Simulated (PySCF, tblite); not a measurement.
Calculations on `CC(C)P(C(C)C)C(C)C`, in the order of a workflow; each names the level of the geometry that it ran on. Settings lines and outputs come from a driver script.

Species: C9H21P.
SMILES with atom numbers: `[CH3:1][CH:2]([CH3:3])[P:4]([CH:5]([CH3:6])[CH3:7])[CH:8]([CH3:9])[CH3:10]` (hydrogens: H11, H12, H13 on C1; H14 on C2; H15, H16, H17 on C3; H18 on C5; H19, H20, H21 on C6; H22, H23, H24 on C7; H25 on C8; H26, H27, H28 on C9; H29, H30, H31 on C10)

Step 1: GFN2-xTB geometry optimisation, gas phase (tblite 0.8.0) (from a force-field or distance-geometry start)
```json
{"job": {"kind": "relax", "xc": "GFN2-xTB", "basis": "xTB"}, "charge": 0, "multiplicity": 1}
```
```
step      E/eV     max force
  0    -884.05722    1.861
  1    -884.15964    1.031
  2    -884.18800    0.338
...
 47    -884.21913    0.029
 48    -884.21930    0.023
 49    -884.21940    0.017
 50    -884.21946    0.014
 51    -884.21949    0.010
```

Energy lowered by 3.7 kcal/mol over 51 steps; largest atomic force 0.010 eV/Å at the end. «max force» is the largest atomic force in eV/Å.

Run on one thread, Arm Neoverse V2, no GPU, on a shared host.

Step 2: GFN2-xTB harmonic vibrations, gas phase (tblite 0.8.0) (on the GFN2-xTB geometry)
```json
{"job": {"kind": "ir", "xc": "GFN2-xTB", "basis": "xTB"}, "charge": 0, "multiplicity": 1}
```
```
(table of modes left out)
```

87 modes from 72 to 3049 cm⁻¹ (unscaled, harmonic); zero-point energy 175.6 kcal/mol; all wavenumbers are real at this level.

Run on Arm Neoverse V2, one thread (shared host).

Step 3: PBE0-D3(BJ)/def2-SVP geometry optimisation, gas phase (PySCF 2.14.0) (from the GFN2-xTB geometry)
```json
{"job": {"xc": "PBE0", "basis": "def2-SVP", "d3": "d3bj", "grid": 1, "kind": "geom"}, "charge": 0, "multiplicity": 1}
```
```
step   0  E = -696.05911435  max force = 0.010999
step   1  E = -696.06215856  max force = 0.002539
step   2  E = -696.06221631  max force = 0.000538
step   3  E = -696.06221735  max force = 0.000267
optimisation converged
```

Final energy -696.06222 Eh after 3 steps; dipole 1.29 D. Energies in Eh; «max force» is the largest Cartesian gradient component in Eh/bohr.

Hardware: one thread of an Arm Neoverse V2, no GPU (shared host). Cost: 3.1 min wall.

Final geometry (PBE0-D3(BJ)/def2-SVP):
```
atom  x, y, z in Å
C1     1.2095   -2.2271    1.3684
C2     1.1897   -0.7919    0.8504
C3     2.6119   -0.2631    0.6799
P4     0.3098   -0.7106   -0.8015
C5    -1.3837   -1.4149   -0.3987
C6    -2.1595   -0.7793    0.7471
C7    -2.2189   -1.4751   -1.6754
C8    -0.0578    1.1279   -1.0293
C9    -0.0976    2.0009    0.2206
C10    0.8892    1.7112   -2.0770
H11    0.2092   -2.5833    1.6553
H12    1.8536   -2.3045    2.2594
H13    1.6097   -2.9191    0.6088
H14    0.6616   -0.1606    1.5848
H15    3.1602   -0.3065    1.6353
H16    3.1675   -0.8653   -0.0568
H17    2.6324    0.7810    0.3340
H18   -1.1443   -2.4565   -0.1202
H19   -1.5724   -0.7306    1.6767
H20   -3.0728   -1.3585    0.9638
H21   -2.4804    0.2436    0.4958
H22   -1.6696   -1.9630   -2.4946
H23   -3.1524   -2.0358   -1.5053
H24   -2.5069   -0.4680   -2.0197
H25   -1.0705    1.1204   -1.4712
H26    0.8983    2.0977    0.6795
H27   -0.4306    3.0199   -0.0387
H28   -0.7814    1.6152    0.9884
H29    0.6101    2.7489   -2.3251
H30    0.8776    1.1198   -3.0042
H31    1.9294    1.7282   -1.7136
```

 (This holds for the electronic-property runs.)

One conformer stands for the species.
